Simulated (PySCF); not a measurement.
Compound: C3H8O2Si2.
SMILES with atom numbers: `[O:1]=[CH:2][O:3]/[C:4]([SiH3:5])=[CH:6]/[SiH3:7]` (hydrogens: H8 on C2; H9, H10, H11 on Si5; H12 on C6; H13, H14, H15 on Si7)

Cartesian coordinates in Å at the PBE0-D3(BJ)/def2-SVP level; atoms count from 1:
```
atom  x, y, z in Å
O1    -2.3649    0.6308    0.2277
C2    -2.2176   -0.4640   -0.2407
O3    -1.0485   -1.0160   -0.5463
C4     0.1287   -0.2981   -0.3288
Si5    0.0979    1.4978    0.3121
C6     1.2553   -0.9717   -0.6140
Si7    3.0344   -0.3887   -0.4687
H8    -3.0398   -1.1656   -0.4797
H9    -0.5770    2.4442   -0.6166
H10    1.5582    1.8395    0.3024
H11   -0.3725    1.6230    1.7177
H12    1.1084   -1.9982   -0.9788
H13    3.8909   -1.5482   -0.8629
H14    3.3315    0.7509   -1.3874
H15    3.3866    0.0049    0.9280
```

Linear response at PBE0/def2-SVPD (PySCF, frozen core in the response, non-relativistic).

Static isotropic polarisability: 101.89 au (15.10 Å³), principal values 73.6, 97.4, 134.7 au.

Q: What is the polarisability at 1064 nm and at the sodium D line?

A: 103.14 au at 1064 nm (+1.2 %), 106.19 au at 589.3 nm (+4.2 %). The rise at 589.3 nm is 3.44 times that at 1064 nm; a pure ω² law gives 3.26. The lowest singlet lies at 223 nm, shorter than both wavelengths.

Q: What is the isotropic C6 coefficient between two such molecules, C6 = (3/π)∫α(iω)² dω?

A: 3640 au (Eh·bohr⁶) by a ten-point quadrature over imaginary frequencies, which is 2170 eV·Å⁶ or 210 J·nm⁶/mol.

Q: Which effective excitation energy ω̄ makes London's formula C6 = (3/4)α²ω̄ exact here?

A: ω̄ = 4·C6/(3α²) = 0.467 Eh = 12.7 eV. A one-pole form α(ω) = α/(1 − ω²/ω̄²) fitted to the 1064 nm value gives 10.6 eV. London's choice of the ionisation energy (9.45 eV, ΔSCF at the same level) gives C6 = 2700 au, 26 % too low.

Q: How many electrons N does the Slater–Kirkwood formula C6 = (3/4)·√N·α^(3/2) need to give this C6?

A: N = (4·C6/3)²/α³ = 22.3; the species has 70 electrons in all.

Q: The lowest 10 singlets have (eV, f): 5.55, 0.060; 5.60, 0.302; 6.28, 0.002; 6.35, 0.032; 6.57, 0.005; 6.84, 0.001; 6.90, 0.000; 7.24, 0.001; 7.30, 0.015; 7.32, 0.041. What share of the static polarisability do they carry in the sum over states α = Σ f/ω²?

A: 10.09 au, 9.9 % of α; the largest term, 7.12 au, is that of the state at 5.60 eV. Their oscillator strengths add up to 0.46. Higher states carry the rest.

Q: What does −C6/R⁶ come to at R = 12 Å between centres?

A: -70 J/mol. This is the leading, orientation-averaged term; C8 and higher terms are left out.

Q: What molar refraction at the D line follows from R = (4π/3)·N_A·α′, with α′ the polarisability volume?

A: α′ = 15.74 Å³ gives R = 39.69 cm³/mol, for isolated, non-vibrating species.

Q: What three-body coefficient follows from the one-pole estimate C9 = (3/4)·α·C6?

A: 278000 au. This is an estimate from the two numbers above, not a computed integral.

Q: What n − 1 at the D line would an ideal gas of it have at 273.15 K and 1 atm (2.6868 × 10¹⁹ cm⁻³), by n − 1 = 2π·N·α′?

A: 26.56 × 10⁻⁴, a formal value whether or not that pressure can be reached.

One conformer stands for the species.
